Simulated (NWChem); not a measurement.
System: C$_{2}$H$_{5}$S, doublet; SMILES [CH2]SC

```xyz
8

C      0.5690    -1.3470     0.0056
S     -0.6061    -0.1039    -0.0315
C      0.4231     1.3767    -0.0159
H      0.2000    -2.3723    -0.0410
H      1.5990    -1.1424     0.3046
H      1.0467     1.4106     0.8896
H      1.0609     1.4190    -0.9105
H     -0.2545     2.2411    -0.0144
```
Atoms are numbered in this order, from 1.

All runs: NWChem. Spin-unrestricted. All runs use the structure optimised with PBE0/def2-SVP, spin-unrestricted. No stability test was run on the SCF state. COSMO at B3LYP/def2-SVP, default radii, gas-phase geometry; f = (ε − 1)/ε scales the surface charges.

| row | f | electrostatic solvation energy (kcal/mol) |
|---|---|---|
| ε = 3.9 | 0.7436 | -1.88 |
| ε = 4.8 | 0.7917 | -2.01 |
| ε = 7.6 | 0.8684 | -2.23 |
| ε = 11.7 | 0.9145 | withheld |
| ε = 20.7 | 0.9517 | -2.47 |

Fit a straight line of the last column on the one before it, predict the withheld value, and compare with the run.


1. Means of the 4 shown rows: x = 0.83885, y = -2.147. Slope Σ(x − x̄)(y − ȳ)/Σ(x − x̄)² = -0.07079/0.02490 = -2.843; intercept 0.237.
2. The shown rows scatter about the line by 0.003 (root mean square); the largest residual is 0.00, at ε = 4.8.
3. At x = 0.9145 (ε = 11.7; inside the shown range) the line gives -2.36.
4. The run gives -2.36, 0.00 from the line.
